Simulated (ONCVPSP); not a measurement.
## How hard is this ruthenium ONCV potential?

ONCVPSP 4.0.1 input, shortened (lines: element, Z, core and valence counts, functional; n l f; lmax; l rc ep ncon nbas qcut; lloc lpopt rc5 dvloc0; l nproj debl; icmod fcfact rcfact), PBE, scalar-relativistic:

```
  Ru 44.00    6    4        4      upf
    1    0    2.00
    2    0    2.00
    2    1    6.00
    3    0    2.00
    3    1    6.00
    3    2   10.00
    4    0    2.00
    4    1    6.00
    4    2    7.00
    5    0    1.00
    3
    0    1.75    0.00    4    8    7.30
    1    1.15    0.00    5    9    6.20
    2    1.65    0.00    3    8   10.00
    3    1.65    0.02    4    8    5.80
    4    5    0.90    2.00
    0    2    1.40
    1    1    1.30
    2    2    0.90
    3    2    3.70
    3    2.75    1.35
```

For each optimised wave give the share of its norm inside rc, the residual kinetic energy above qcut (Ha) and the cutoffs (Ha) for errors of 10, 1, 0.1 and 0.01 mHa per electron.

| wave | norm inside rc | residual KE | 10 mHa | 1 mHa | 0.1 mHa | 0.01 mHa |
| --- | --- | --- | --- | --- | --- | --- |
| 4s | 0.966 | 1.5e-06 | 12.9 | 18.0 | 21.5 | 24.2 |
| 5s | 0.060 | 2.2e-06 | 5.4 | 16.1 | 20.9 | 24.3 |
| 4p | 0.569 | 2.1e-02 | 27.1 | 161.1 | 194.9 | 214.8 |
| 4d | 0.569 | 2.3e-09 | 19.3 | 25.9 | 31.7 | 36.8 |
| d projector 2 | 0.142 | 1.4e-09 | 17.6 | 24.6 | 30.7 | 36.3 |
| f projector 1 | 0.000 | 1.8e-02 | 107.2 | not reached | not reached | not reached |
| f projector 2 | 0.164 | 3.9e-01 | 109.0 | 127.7 | 159.3 | 231.2 |

The occupied waves need 161 Ha and 195 Ha for 1 and 0.1 mHa. Rows with under 1 % of the norm inside rc give no meaningful cutoff. Note: ghosts flagged at negative energy: f at -1326.9 eV; GHOST(+) flagged for s at 88.6 eV. A true bound ghost makes a file unfit for plane-wave use.
